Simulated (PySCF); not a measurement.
A search over the determinants of BeIn

Unrestricted PBE0; basis Be def2-SVPD, In def2-SVPD with ECP28; scalar-relativistic core potentials; PySCF 2.14. Outer shells of the fragments: Be 2s2; In 4d10 5s2 5p1.

Followed along the bond (rough minima from three points):

```tsv
2Ms+1	unpaired	⟨S²⟩ at the start	R at minimum (Å)	Te (eV)
2	π ↑	0.77	2.59	0.00
2	σ ↑	0.76	2.82	0.02
4	σ ↑, π ↑↑	3.76	2.27	1.08
4	σ ↑↑, π ↑	3.75	2.46	1.12
2	σ ↑, π ↑↓	1.76	2.28	1.68
```

Solutions found at the starting distance of 2.350 Å, counted from the lowest of them; the search is not exhaustive and high or unbound solutions are not listed, so other states can lie among these:

```json
{"2Ms+1": "2", "unpaired": "π ↑", "term": "²Π", "E (eV)": "0.00", "⟨S²⟩": "0.77", "⟨Lz²⟩": "1.00", "μ (D)": "0.14"}
{"2Ms+1": "2", "unpaired": "σ ↑", "term": "²Σ⁺", "E (eV)": "0.33", "⟨S²⟩": "0.76", "⟨Lz²⟩": "0.00", "μ (D)": "0.87"}
{"2Ms+1": "4", "unpaired": "σ ↑, π ↑↑", "term": "⁴Σ⁻", "E (eV)": "0.98", "⟨S²⟩": "3.76", "⟨Lz²⟩": "0.00", "μ (D)": "0.56"}
{"2Ms+1": "4", "unpaired": "σ ↑↑, π ↑", "term": "⁴Π", "E (eV)": "1.03", "⟨S²⟩": "3.75", "⟨Lz²⟩": "1.00", "μ (D)": "1.65"}
{"2Ms+1": "2", "unpaired": "σ ↑, π ↑↓", "term": "mixed", "E (eV)": "1.58", "⟨S²⟩": "1.76", "⟨Lz²⟩": "2.01", "μ (D)": "0.35"}
{"2Ms+1": "2", "unpaired": "σ ↓, π ↑↑", "term": "mixed", "E (eV)": "1.84", "⟨S²⟩": "1.76", "⟨Lz²⟩": "0.00", "μ (D)": "0.23"}
{"2Ms+1": "2", "unpaired": "σ ↑", "term": "mixed", "E (eV)": "2.06", "⟨S²⟩": "0.94", "⟨Lz²⟩": "2.00", "μ (D)": "0.28"}
{"2Ms+1": "4", "unpaired": "σ ↑, π ↑↑", "term": "mixed", "E (eV)": "3.03", "⟨S²⟩": "3.76", "⟨Lz²⟩": "2.00", "μ (D)": "-0.54"}
{"2Ms+1": "2", "unpaired": "π ↑", "term": "²Π", "E (eV)": "4.34", "⟨S²⟩": "0.96", "⟨Lz²⟩": "1.02", "μ (D)": "0.23"}
{"2Ms+1": "4", "unpaired": "σ ↑, π ↑, δ ↑", "term": "mixed", "E (eV)": "6.07", "⟨S²⟩": "3.76", "⟨Lz²⟩": "5.00", "μ (D)": "-3.01"}
{"2Ms+1": "4", "unpaired": "σ ↑, π ↑, δ ↑", "term": "mixed", "E (eV)": "6.09", "⟨S²⟩": "3.76", "⟨Lz²⟩": "4.34", "μ (D)": "-1.60"}
```

A term symbol is given only where ⟨S²⟩ and ⟨Lz²⟩ are close to those of a pure state; real π, δ and φ orbitals otherwise mix terms. A positive dipole means Be(−)In(+).

Problem. Compare the gap between the two lowest followed solutions at the starting distance with the gap between their minima.

Solution. At PBE0 the second solution (doublet, unpaired electrons σ ↑) lies +0.33 eV from the first (doublet, unpaired electrons π ↑) at 2.350 Å and +0.02 eV at the minima; the two curves relax by different amounts, since their minima lie near 2.82 and 2.59 Å. A gap this small is a tie at this level.

Spin–orbit coupling is left out. Counting both spins, an empty level lies below a filled one in some of these solutions, because spin and occupation are held.
